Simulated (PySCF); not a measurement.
**How the method changes the constants of PI**

State: ³Σ⁻ (triplet), unpaired electrons π ↑↑. Set-up: P def2-TZVPP, I def2-TZVPP with ECP28; scalar-relativistic core potentials (PySCF 2.14). De refers to P + I in their high-spin ground configurations, without counterpoise correction. The functionals are run spin-unrestricted. A positive dipole means P(−)I(+).

```
      Level  Re (Å)  ωe (cm⁻¹)  De (eV)  μ (D)
        UHF   2.411        367     1.04  -0.66
    UHF-MP2   2.372        375     2.23    n/a
UHF-SCS-MP2   2.385        367     2.15    n/a
   UHF-CCSD   2.388        369     2.01    n/a
UHF-CCSD(T)   2.391        365     2.18    n/a
        LDA   2.356        386     3.38   0.42
        PBE   2.388        368     2.80   0.28
       BLYP   2.421        346     2.62   0.18
     r²SCAN   2.377        375     2.63   0.19
       PBE0   2.370        381     2.59   0.09
        M06   2.366        380     2.59   0.33
       MN15   2.365        374     2.32   0.13
    ωB97X-V   2.360        391     2.55   0.04
```

Problem. Which functional lies closest to UHF-CCSD(T) in De, which farthest, and by how much do they differ from it?

Solution. Closest is MN15 (-2.6 pm in Re, +2.5 % in ωe, +0.14 eV in De against UHF-CCSD(T) in the same basis), farthest LDA (-3.5 pm in Re, +5.8 % in ωe, +1.20 eV in De). CCSD(T) converges more slowly with the basis than the functionals do and binds too weakly in this one, so the order can change at the basis-set limit.

Problem. What does a quarter of exact exchange do here, going from PBE to PBE0?

Solution. PBE0 less PBE: -1.8 pm in Re, +3.5 % in ωe, -0.21 eV in De. Exact exchange removes part of the self-interaction that spreads semilocal densities, and in most molecules shortens and stiffens the bond and lowers De; so it does here.

Problem. What does the step from GGA to meta-GGA do here, going from PBE to r²SCAN?

Solution. r²SCAN less PBE: -1.1 pm in Re, +1.9 % in ωe, -0.17 eV in De. 

Correlated steps freeze 9 core orbitals. Spin–orbit coupling is left out, which matters for elements this heavy, above all for dissociation energies. The state is the lowest determinant that a PBE0 search found; another state may lie lower at other levels.

The whole job (state search and all levels along the bond) took about 27 min on 1 thread of Arm Neoverse V1 (shared host), peak memory 3 GiB.
